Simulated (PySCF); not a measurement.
In(F)2(Me), SMILES [In]([CH3])([F])[F] at its B3LYP/def2-SVP optimised geometry (Å):

```
7

In    -0.6661     0.0089     0.0000
F     -1.8410     1.5834     0.0000
F     -1.8162    -1.5834    -0.0010
C      1.4829     0.0089     0.0000
H      1.8272    -0.5832    -0.8584
H      1.8266    -0.4551     0.9343
H      1.8410     1.0434    -0.0724
```

Computed with B3LYP/def2-TZVP, def2 effective core potentials past Kr (PySCF 2.14.0). The core electrons that the potentials of In replace are not part of the density.

Map of the log10 of the electron density (e/bohr³), floored at −4 on the plane z = 1.2 Å:

```
|000000000000000000000000000|
|000000000000000000000000000|
|000000000000000000000000000|
|000001111100000000000000000|
|000012333221000000000000000|
|000123444432100000000000000|
|001234555543211011111000000|
|001345666544322222222210000|
|001345666654433333333321000|
|001345666655544444444321000|
|001234566666555555555432100|
|000234556666666666666543100|
|000123455677766667777643200|
|000123455677776678898754200|
|000123455677766678999754200|
|000234456666666678998754200|
|001234566666555567887653100|
|001345666655444455666542100|
|001345666654433334444321000|
|001345666554322222332210000|
|000234555543211001111000000|
|000123444432100000000000000|
|000012333221000000000000000|
|000001111100000000000000000|
|000000000000000000000000000|
|000000000000000000000000000|
|000000000000000000000000000|
```
Scale: ten equal steps from -4.00 (start of '0') to -0.913 (end of '9'), in the order '0123456789'; x runs from -4.00 to 4.00, y from -4.00 (bottom) to 4.00 (top).
